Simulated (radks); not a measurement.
Task: Xe3+, 51 electrons, occupied as [Kr] 4d10 5s2 5p3. Method: scalar-relativistic Kohn-Sham, LDA (Slater exchange, VWN5 correlation), spin-polarised, spherical densities, point nucleus; open shells are filled with parallel spins first (spin-orbit coupling, left out, can overturn this in heavy ions); computed with a radial shooting solver on a logarithmic mesh with Libxc functionals. Some entries of the table are withheld. Estimate them.

orbital  occ.  eigenvalue (eV)  <r^2> (bohr^2)
1s up       1        -34370.25       0.0009652
1s down     1        -34370.09       0.0009652
2s up       1        -5378.848         0.01552
2s down     1        -5378.759         0.01552
2p up       3        -4832.553         0.01229
2p down     3        -4832.424         0.01229
3s up       1        -1126.743          0.1076
3s down     1        -1126.600          0.1076
3p up       3        -950.2854          0.1077
3p down     3        -950.1296          0.1077
3d up       5        -687.8640         0.09340
3d down     5        -687.7174         0.09339
4s up       1        -230.7499          0.5803
4s down     1        -230.4409          0.5796
4p up       3        -174.7545          0.6664
4p down     3        -174.4102          0.6644
4d up       5         -93.1007          0.8938
4d down     5         -92.5831          0.8832
5s up       1         -51.5056           3.403
5s down     1         -49.1740           3.394
5p up       3         -38.1576             (1)
5p down     0         -35.7645             (2)

Result: 
(1) 5p up <r^2> (bohr^2): 4.480
(2) 5p down <r^2> (bohr^2): 4.560
